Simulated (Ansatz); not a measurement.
CdI2 (SMILES [I][Cd][I]) moved off its minimum; all values from Ansatz (a quantum-chemistry and plane-wave program), cores frozen in correlated methods. Elements past Kr take the def2 small-core potentials, without spin–orbit coupling.
(charge 0, multiplicity 1)
```xyz
3

Cd    -0.0583    -0.0150    -0.0128
I     -0.0958    -0.2230     2.7912
I      0.0038    -0.3053    -2.5544
```

Forces at PBE/def2-TZVPP (eV/Å):

```tsv
atom	Fx	Fy	Fz
Cd1	-0.020	-0.196	1.755
I2	0.013	0.169	-1.291
I3	0.007	0.027	-0.464
```

Give the forces (eV/Å), the total energy and the dipole at CCSD(T)/def2-TZVPPD.


```
atom      Fx      Fy      Fz
----  ------  ------  ------
Cd1   -0.021  -0.201   1.841
I2     0.014   0.174  -1.386
I3     0.007   0.027  -0.456
```
Energy -761.0403 hartree, dipole 1.18 D.
